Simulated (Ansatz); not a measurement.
One change: `OB[SiH](F)[AlH2]` becomes `F[SiH]([AlH2])S`.

Ansatz, PBE0-D4/def2-TZVP geometries, multiplicity 1. Each molecule was computed in one conformer, which needn't be the lowest.

| property | `OB[SiH](F)[AlH2]` |
| --- | --- |
| HOMO energy (PBE/def2-TZVPP) / eV | -5.96 |
| size of the dipole moment (ωB97M-V/def2-TZVPP) / D | 2.54 |
| LUMO energy (PBE0/def2-TZVPP) / eV | -2.11 |
| LUMO energy (PBE/def2-TZVPP) / eV | -2.87 |
| ideal-gas entropy at 298 K and 1 bar (rigid rotor, harmonic PBE0-D4/def2-TZVP) / J/(mol·K) | 384 |
| zero-point energy (PBE0-D4/def2-TZVP) / kJ/mol | 138.4 |

Q: Give the same properties after the change, and the shifts. (An estimate is asked.)

A: The calculation gave: 
```
                                                                                  property  `F[SiH]([AlH2])S`  shift
                                                         HOMO energy (PBE/def2-TZVPP) / eV              -6.09  -0.13
                                        size of the dipole moment (ωB97M-V/def2-TZVPP) / D               0.18  -2.36
                                                        LUMO energy (PBE0/def2-TZVPP) / eV              -0.94   1.17
                                                         LUMO energy (PBE/def2-TZVPP) / eV              -1.82   1.05
ideal-gas entropy at 298 K and 1 bar (rigid rotor, harmonic PBE0-D4/def2-TZVP) / J/(mol·K)                343    -41
                                            zero-point energy (PBE0-D4/def2-TZVP) / kJ/mol               92.9  -45.5
```

With PBE0 the HOMO falls by 0.08 eV and the LUMO rises by 1.17 eV, so the gap widens by about 1.25 eV. PBE moves the HOMO by -0.13 eV and ωB97M-V by -0.08 eV. The zero-point energy changes by -45.5 kJ/mol with -6 modes. Dipoles are sizes alone; their direction can turn. Modes under 60 cm⁻¹, often nearly free rotors, make the harmonic entropy too high.
